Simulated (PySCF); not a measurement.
Si(CF3)2(F)2, C2F8Si, SMILES FC([Si](F)(C(F)(F)F)F)(F)F, PBE0/def2-SVP optimised geometry.

```
11

F      1.45    -1.38     0.05
C      0.97    -0.13     0.00
F      1.44     0.44    -1.11
F      1.46     0.53     1.05
Si    -0.95    -0.13     0.00
F     -1.46     1.38     0.00
F     -1.47    -0.88     1.32
C     -1.65    -1.04    -1.54
F     -1.17    -2.29    -1.59
F     -2.98    -1.11    -1.50
F     -1.29    -0.42    -2.66
```

Density from PBE0/def2-TZVP run with PySCF 2.14.0 at that geometry.

Minimum of the electron density along straight lines between bonded atoms, close to the bond critical point (lines longer than 1.1 times the sum of covalent radii, or with two minima, are not listed):

| bond | length / Å | ρ at the minimum / e bohr⁻³ | ∇²ρ there / e bohr⁻⁵ | position (fraction from the first atom) |
|---|---|---|---|---|
| F1–C2 | 1.335 | 0.286 | -0.38 | 0.66 |
| C2–F3 | 1.337 | 0.285 | -0.38 | 0.34 |
| C2–F4 | 1.333 | 0.287 | -0.38 | 0.34 |
| C2–Si5 | 1.919 | 0.126 | 0.13 | 0.62 |
| Si5–F6 | 1.601 | 0.140 | 0.97 | 0.42 |
| Si5–F7 | 1.601 | 0.140 | 0.97 | 0.42 |
| Si5–C8 | 1.918 | 0.126 | 0.13 | 0.38 |
| C8–F9 | 1.337 | 0.285 | -0.38 | 0.34 |
| C8–F10 | 1.333 | 0.287 | -0.38 | 0.34 |
| C8–F11 | 1.335 | 0.286 | -0.38 | 0.34 |
